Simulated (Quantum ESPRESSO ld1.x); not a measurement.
Coherent X-ray form factor from a spherical all-electron density. Method: Dirac Kohn-Sham, PBE, spin-unpolarised, spherical densities, point nucleus; computed with ld1.x of Quantum ESPRESSO 7.5.

sin(theta)/lambda (1/angstrom),f0 (electrons)
0.05,75.318
0.1,73.383
0.15,70.485
0.2,66.993
0.25,63.255
0.3,59.532
0.4,52.701
0.5,46.960
0.6,42.177
0.8,34.530
1,28.516
1.25,22.829
1.5,18.977
2,14.778

The species is in the configuration that NIST lists as its ground one. Which atom or ion scatters so?

Answer. The gold ion Au3+, [Xe] 4f14 5d8. Extrapolating in s^2 from the first two rows gives f0(0) = 76.0, near the electron count 76; among species with that count, the fall with angle is slower the higher Z, and the table is that of Z = 79; from so few rows the species is fixed only to a neighbour or two.
